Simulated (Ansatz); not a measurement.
Geometry optimisation, Ansatz, RKS B3LYP-D4/def2-SVP.

The input (input.yaml):

```yaml
crystal:
  periodic: [false, false, false]
  atoms:
    - { symbol: C, position_ang: [-0.6771, 0.3405, -0.4369] }
    - { symbol: C, position_ang: [0.6007, 0.1981, 0.254] }
    - { symbol: Zn, position_ang: [0.3441, -1.7482, 0.4309] }
    - { symbol: H, position_ang: [-1.3914, -0.3294, -0.0544] }
    - { symbol: H, position_ang: [-0.5949, 0.2085, -1.5555] }
    - { symbol: H, position_ang: [-0.70669, 1.25633, 0.15342] }
    - { symbol: H, position_ang: [1.3245, 1.0176, -0.0369] }
basis:
  gaussian: { orbitals: def2-SVP }
hamiltonian:
  xc: b3lyp
  dispersion: d4
relax:
  f_tol: 0.02
  max_steps: 50
```

Launched with:

```bash
$ ansatz run input.yaml --threads 1 --pin off --max-ram 2048MiB --backend cpu --events-out ev --progress --plain --runs-dir out
```

Task: Where does it end, and by what steps?

Result: The run converged. After 8 steps the energy has fallen by 1.586 eV; Zn3 moved furthest, 0.69 Å.

```json
{"step": "0", "energy less start (eV)": "0.0000", "largest force component (eV/Å)": "1.999", "accepted": "yes"}
{"step": "1", "energy less start (eV)": "-0.9906", "largest force component (eV/Å)": "0.962", "accepted": "yes"}
{"step": "2", "energy less start (eV)": "-1.4036", "largest force component (eV/Å)": "0.554", "accepted": "yes"}
{"step": "3", "energy less start (eV)": "-1.5535", "largest force component (eV/Å)": "0.238", "accepted": "yes"}
{"step": "4", "energy less start (eV)": "-1.5797", "largest force component (eV/Å)": "0.188", "accepted": "yes"}
{"step": "5", "energy less start (eV)": "-1.5535", "largest force component (eV/Å)": "0.476", "accepted": "no"}
{"step": "6", "energy less start (eV)": "-1.5852", "largest force component (eV/Å)": "0.074", "accepted": "yes"}
{"step": "7", "energy less start (eV)": "-1.5857", "largest force component (eV/Å)": "0.026", "accepted": "yes"}
{"step": "8", "energy less start (eV)": "-1.5858", "largest force component (eV/Å)": "0.005", "accepted": "yes"}
```

```xyz
7
Properties=species:S:1:pos:R:3
C -0.735 0.427 -0.389
C 0.464 0.076 0.440
Zn 1.014 -1.894 0.487
H -1.649 -0.122 -0.109
H -0.631 0.405 -1.493
H -0.917 1.498 -0.146
H 1.353 0.554 -0.036
```

The run took 29 s on 1 thread of Arm Neoverse V2, on a shared host, peak memory 0.15 GiB.
